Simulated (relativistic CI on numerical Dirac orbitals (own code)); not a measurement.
Mo XXVII: q coefficients and field-shift factors

Computed by Dirac-Coulomb-Breit CI, separate exchange-only KLI orbitals for each configuration, derivatives by finite differences, unscaled Slater integrals, QED left out (own radial code, finite nucleus).

Configurations in the expansion (outside the closed core [Ne]): 3s2 3p4, 3s 3p5, 3s2 3p3 3d, 3p6, 3s 3p4 3d, 3p5 3d, 3p4 3d2, 3p3 3d3. Double excitations out of closed p, d and f shells are left out; levels of such configurations are missing from the list, as are those of other unlisted configurations, and high levels can miss mixing partners.

With x = (α/α₀)² − 1 an excitation energy changes as ω = ω₀ + qx; K = 2q/ω₀ is the relative enhancement. Terms are leading LS components, so labels can repeat. The field-shift factor is F = δν/δ⟨r²⟩ for the transition from the lowest level.

Lowest level 3s2 3p4 3P_2.

```
           Level  ω₀ (cm⁻¹)  q (cm⁻¹)  F (GHz/fm²)
    3s2 3p4 3P_0      75918     17310       -0.994
    3s2 3p4 3P_1     174722    199000        -2.98
    3s2 3p4 1D_2     220682    195000        -2.88
    3s2 3p4 1S_0     437105    383200        -8.04
    3s 3p5 3P°_2     777931    206100         -155
    3s 3p5 3P°_1     832607    184900         -118
3s2 3p3 3d 3F°_2     896062     31990      -0.0259
3s2 3p3 3d 5D°_0     899738     95460        -16.4
3s2 3p3 3d 5D°_3     905468     47740         2.38
3s2 3p3 3d 5D°_4     938011     84840         2.44
3s2 3p3 3d 5D°_1     938340    136200        -32.7
    3s 3p5 3P°_0     970151    352800         -136
3s2 3p3 3d 5D°_2     975193    126600        -7.56
```

At this charge energies of transitions that change n are usually good to better than 1 %, and those within a shell (Δn = 0) to a few per cent.

Task: Which transition from the lowest level has the largest |K|?

Result: 3s2 3p4 3P_1 at 174722 cm⁻¹, K = 2.28.
